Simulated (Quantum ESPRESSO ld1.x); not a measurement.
Q: The mean radii <r> (bohr) of the occupied orbitals of an atom or ion are listed with their occupations. Method: scalar-relativistic Kohn-Sham, LDA (Slater exchange, Perdew-Wang correlation), spin-polarised, spherical densities, point nucleus; computed with ld1.x of Quantum ESPRESSO 7.5.

orbital  occ.      <r>
1s up       1  0.02111
1s down     1  0.02111
2s up       1  0.08840
2s down     1  0.08836
2p up       3  0.07793
2p down     3  0.07790
3s up       1   0.2109

Name the element and its charge. Open shells, if any, are filled with parallel spins first.

A: Z = 66, dysprosium, charge +55: Dy55+ in [Ne] 3s1. The 1s radius gives Z: for a bare nucleus <r> = (2 gamma + 1)/(2Z) with gamma = sqrt(1 - (Z/c)^2), 0.02085 bohr for Z = 66, and screening makes it slightly larger (0.02111 here). The occupations add up to 11, and the charge is Z minus that.
